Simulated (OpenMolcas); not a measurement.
## Pt6+: effect of the basis set

* Program: OpenMolcas
* Method: CASSCF
* Active space: 4 electrons in 5 orbitals (5d)
* State averaging: 2S+1 = 5 even, 5 roots; 2S+1 = 3 even, 45 roots; 2S+1 = 1 even, 50 roots
* Spin-orbit coupling: RASSI with atomic mean-field integrals over the reference wave functions, term energies averaged over their components

A. ANO-R1 [7s5p4d2f], X2C, finite nucleus; cost about 30 core-seconds
B. ANO-RCC-VDZP [7s6p4d2f], DKH2, point nucleus; cost about 40 core-seconds
C. ANO-R2 [8s6p5d3f1g], X2C, finite nucleus; cost about 26 core-seconds
D. ANO-RCC-VTZP [8s7p5d3f1g], DKH2, point nucleus; cost of the order of 40 core-seconds
E. ANO-RCC-VQZP [9s8p6d4f2g1h], DKH2, point nucleus; cost about 60 core-seconds
F. ANO-R3 [9s7p6d4f2g2h], X2C, finite nucleus; cost roughly 40 core-seconds

Energies in eV above 5d4 5D0.

| Level | A | B | C | D | E | F |
| --- | --- | --- | --- | --- | --- | --- |
| 5d4 5D0 [59 %] | 0.0000 | 0.0000 | 0.0000 | 0.0000 | 0.0000 | 0.0000 |
| 5d4 5D1 | 0.9615 | 0.9296 | 0.8289 | 0.8646 | 0.8028 | 0.8070 |
| 5d4 5D2 | 1.7367 | 1.6870 | 1.5312 | 1.5862 | 1.4905 | 1.4958 |
| 5d4 5D3 | 2.2951 | 2.2390 | 2.0628 | 2.1241 | 2.0174 | 2.0224 |
| 5d4 5D4 [56 %] | 2.5797 | 2.5327 | 2.3826 | 2.4328 | 2.3458 | 2.3483 |
| 5d4 3H4 [54 %] | 3.8631 | 3.8100 | 3.6522 | 3.6965 | 3.6254 | 3.6248 |
| 5d4 3G3 [63 %] | 4.5429 | 4.4941 | 4.3437 | 4.3819 | 4.3226 | 4.3210 |
| 5d4 3F2(1) [62 %] | 4.7063 | 4.6607 | 4.5191 | 4.5528 | 4.5015 | 4.4989 |
| 5d4 3H5 | 4.8004 | 4.7403 | 4.5519 | 4.6036 | 4.5215 | 4.5222 |
| 5d4 3P1(1) [72 %] | 4.9503 | 4.8871 | 4.6899 | 4.7446 | 4.6569 | 4.6572 |
| 5d4 3H6 [70 %] | 5.1936 | 5.1311 | 4.9341 | 4.9873 | 4.9032 | 4.9033 |
| 5d4 3G4 [60 %] | 5.7053 | 5.6384 | 5.4238 | 5.4823 | 5.3887 | 5.3894 |
| 5d4 3G5 | 7.1373 | 7.0420 | 6.7373 | 6.8235 | 6.6845 | 6.6882 |
| 5d4 1I6 [70 %] | 7.4110 | 7.3201 | 7.0286 | 7.1067 | 6.9836 | 6.9861 |
| 5d4 3D1 | 7.4530 | 7.3663 | 7.0898 | 7.1636 | 7.0465 | 7.0480 |
| 5d4 1S0(1) [71 %] | 8.4711 | 8.3834 | 8.0973 | 8.1675 | 8.0592 | 8.0596 |
| 5d4 1F3 [57 %] | 8.8938 | 8.8095 | 8.5361 | 8.6002 | 8.5024 | 8.5016 |
| 5d4 3P2(2) [55 %] | 9.3351 | 9.2679 | 9.0464 | 9.0877 | 9.0306 | 9.0260 |
| 5d4 3F3(2) | 10.4781 | 10.3894 | 10.0967 | 10.1604 | 10.0659 | 10.0642 |
| 5d4 3P1(2) | 10.6192 | 10.5315 | 10.2428 | 10.3050 | 10.2129 | 10.2105 |
| 5d4 1G4(2) [72 %] | 11.1319 | 11.0476 | 10.7671 | 10.8219 | 10.7426 | 10.7387 |
| 5d4 3P0(2) | 11.1435 | 11.0552 | 10.7609 | 10.8233 | 10.7308 | 10.7278 |
| 5d4 1D2(2) | 13.4705 | 13.3933 | 13.1287 | 13.1659 | 13.1184 | 13.1100 |
| 5d4 1S0(2) | 16.7309 | 16.6549 | 16.3835 | 16.4050 | 16.3877 | 16.3737 |

Among A to F the level of the table that moves most is 5d4 3G5, by 3700 cm-1 (lowest in E, highest in A).

Without dynamic correlation excited terms often stand tens of per cent too high (terms of higher spin than the ground term too low), and those without a measured partner can miss by more than the paired ones. The basis is small and was not contracted for so high a charge (holds for A; B). Only configurations of the active space appear. The table leaves out levels that lie high or whose names do not pair safely across all columns.

A share in square brackets marks a mixed level and gives the weight of the term that names it, the lowest over the columns. A number in round brackets counts repeated terms of one configuration in the order of the reference energies.
